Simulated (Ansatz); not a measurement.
Molecule: HgCl2 (charge -1, doublet). The spin state was set by rule; other spins were not relaxed. 
Structure (B3LYP-D3(BJ)/def2-TZVP (Ansatz, a program for electronic structure) minimum search):
```
Hg
Cl 1 2.6355
Cl 1 2.6355 2 140.77
```
Charge -1, spin multiplicity 2.

Total electronic energies in hartree. Cores are frozen in the correlated levels unless marked. UHF or UKS for open shells. No spin-orbit coupling. The frozen core is the preceding noble-gas configuration, with the filled d and f shells of earlier blocks. In def2 rows, elements after Kr have scalar-relativistic effective core potentials. CBS(X,Y): correlation extrapolated as X^-3; Hartree-Fock from the larger set. The bracket is a focal-point correction in the basis named.

```
level                                                                 program  energy (Eh)
-------------------------------------------------------------  --------------  -----------
HF/def2-SVPD                                                           Ansatz  -1071.36664
HF/def2-TZVPPD                                                         Ansatz  -1071.66638
RI-HF/def2-TZVPPD                                                      Ansatz  -1071.66629
SVWN5/def2-TZVPD                                                       Ansatz  -1070.87887
revPBE-D3(BJ)/def2-TZVPD                                       Ansatz + dftd3  -1073.97114
revPBE-D4/def2-TZVPD                                           Ansatz + dftd4  -1073.97229
B3LYP-D3(BJ)/def2-TZVPD                                        Ansatz + dftd3  -1074.14683
PBE0-D3(BJ)/def2-TZVPD                                         Ansatz + dftd3  -1073.74516
PBE0-D4/def2-TZVP                                              Ansatz + dftd4  -1073.74026
r2SCAN0-D4/def2-TZVPD                                          Ansatz + dftd4  -1073.99237
HSE06-D3(BJ)/def2-TZVPD                                        Ansatz + dftd3  -1073.72916
wB97X-V/def2-TZVPD                                                     Ansatz  -1073.87169
B2GP-PLYP/def2-TZVPD                                                   Ansatz  -1073.40593
B2PLYP-D4/def2-TZVPD                                           Ansatz + dftd4  -1073.56381
PBE-QIDH/def2-TZVPD                                                    Ansatz  -1073.34528
MP2/def2-SVP                                                           Ansatz  -1071.87605
MP2/def2-TZVPPD                                                        Ansatz  -1072.48407
RI-MP2/def2-QZVPP                                                      Ansatz  -1072.57178
RI-MP2/CBS(def2-TZVPPD,def2-QZVPPD)                                    Ansatz   -1072.6209
CCSD/def2-TZVPP                                                        Ansatz  -1072.47126
CCSD/def2-TZVPPD                                                       Ansatz  -1072.48115
RI-MP2/CBS(def2-TZVPPD,def2-QZVPPD)+[CCSD(T)-MP2]/def2-SVPD            Ansatz   -1072.6448
RI-MP2/CBS(def2-TZVPPD,def2-QZVPPD)+[CCSD(T)-MP2]/def2-TZVPPD          Ansatz   -1072.6530
```

Totals of different functionals don't rank their quality; only differences between species are comparable.
